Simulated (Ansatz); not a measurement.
```yaml
crystal:
  periodic: [false, false, false]
  atoms:
    - {symbol: F, position_ang: [0.379794, -2.656512, -0.046091]}
    - {symbol: C, position_ang: [0.193055, -1.330265, -0.021625]}
    - {symbol: C, position_ang: [-0.739210, -0.804417, 0.851275]}
    - {symbol: C, position_ang: [-0.926042, 0.569741, 0.869950]}
    - {symbol: C, position_ang: [-0.190158, 1.391576, 0.028618]}
    - {symbol: C, position_ang: [0.739674, 0.835790, -0.838156]}
    - {symbol: C, position_ang: [0.939493, -0.536293, -0.870170]}
    - {symbol: H, position_ang: [-1.301042, -1.466832, 1.497955]}
    - {symbol: H, position_ang: [-1.653681, 0.998749, 1.549002]}
    - {symbol: H, position_ang: [-0.341139, 2.464052, 0.048430]}
    - {symbol: H, position_ang: [1.317189, 1.473255, -1.497496]}
    - {symbol: H, position_ang: [1.659069, -0.994044, -1.537494]}
basis:
  gaussian: {orbitals: cc-pVTZ-DK}
hamiltonian: {xc: {name: wB97}}
scf: {max_iter: 3}
output: {forces: true}
```

```sh
$ ansatz run in.yaml --threads 4 --pin off --events-out ev --progress --plain --max-ram 10444MiB
```

Output, abridged:

```
Error: invalid value for `basis.gaussian`: such a run doesn't read scf.max_iter; remove what it names
```

(1) Something in this input is off. What?

Results:

(1) The input holds a key that doesn't belong there. The input was rejected before any iteration.
